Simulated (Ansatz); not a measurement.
```xyz
3

O     0.0185   -0.0080    0.1279
H     0.0107    0.7435   -0.4511
H    -0.0008   -0.7656   -0.4525
```

Basis set: d-aug-cc-pVDZ (spherical functions). Frozen core: 1 orbital. Charge 0, multiplicity 1.

Computed with Ansatz (development build ahead of 0.2.0); each method stands on the lowest determinant of its kind that the runs found. Restricted open shells among the atoms or ions are ROHF, correlated in semicanonical orbitals with singles. Restricted functionals stand beside restricted open-shell atoms, which can lie above the unrestricted atoms usual in DFT and then raise those values.

The atomization energy at this shape (free ground-state atoms in the same class of orbitals less the molecule, no zero-point energy) of singlet H₂O:

| method | atomization energy |
| --- | --- |
| ωB97X (restricted) | 229.10 kcal/mol |
| RHF | 157.66 kcal/mol |

What does RHF-MP2 give?

223.42 kcal/mol.
